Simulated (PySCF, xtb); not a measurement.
Ge(H)(F)2(OMe) (CH₄F₂GeO), SMILES C[O][GeH]([F])[F]. The values are those of a single conformer.

Harmonic wavenumbers (cm⁻¹) from GFN2-xTB in xtb at its own minimum, in rising order: 59, 96, 120, 166, 218, 272, 476, 518, 528, 569, 580, 1046, 1123, 1129, 1403, 1466, 1467, 2011, 2969, 2973, 3000.

### Question
What does PBE-D3(BJ)/def2-SVP in PySCF give at its own minimum? (An estimate is asked for; the answer gives what the named calculation found.)

### Answer
51, 96, 144, 231, 239, 329, 634, 687, 689, 701, 711, 1074, 1129, 1150, 1412, 1415, 1428, 2181, 2940, 3022, 3059. Paired by order, the mean absolute difference is 66 cm⁻¹ and the zero-point energies are 31.7 and 33.3 kcal/mol.
